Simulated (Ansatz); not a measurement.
Start from `[Cl][Al]1[CH2][O]1` and change one atom or group to get `C[O][Al]1[CH2][O]1`.

Ansatz, PBE0-D4/def2-TZVP geometries, multiplicity 1. Each molecule was computed in one conformer, which needn't be the lowest.

```json
{"property": "HOMO–LUMO gap (PBE/def2-TZVPP) / eV", "`[Cl][Al]1[CH2][O]1`": "3.19"}
{"property": "size of the dipole moment (ωB97M-V/def2-TZVPP) / D", "`[Cl][Al]1[CH2][O]1`": "2.03"}
{"property": "HOMO energy (ωB97M-V/def2-TZVPP) / eV", "`[Cl][Al]1[CH2][O]1`": "-9.09"}
{"property": "HOMO energy (PBE0/def2-TZVPP) / eV", "`[Cl][Al]1[CH2][O]1`": "-6.85"}
{"property": "LUMO energy (B3LYP/def2-TZVPP) / eV", "`[Cl][Al]1[CH2][O]1`": "-1.81"}
{"property": "size of the dipole moment (B3LYP/def2-TZVPP) / D", "`[Cl][Al]1[CH2][O]1`": "1.95"}
```

Give the same properties after the change, and the shifts. (Estimate.)

The calculation gave: 
```tsv
property	`C[O][Al]1[CH2][O]1`	shift
HOMO–LUMO gap (PBE/def2-TZVPP) / eV	3.18	-0.01
size of the dipole moment (ωB97M-V/def2-TZVPP) / D	3.76	1.73
HOMO energy (ωB97M-V/def2-TZVPP) / eV	-8.68	0.41
HOMO energy (PBE0/def2-TZVPP) / eV	-6.42	0.43
LUMO energy (B3LYP/def2-TZVPP) / eV	-1.39	0.42
size of the dipole moment (B3LYP/def2-TZVPP) / D	3.67	1.72
```

Dipoles are sizes alone; their direction can turn.

B3LYP here is the variant with VWN-RPA as its local correlation; programs differ in this.
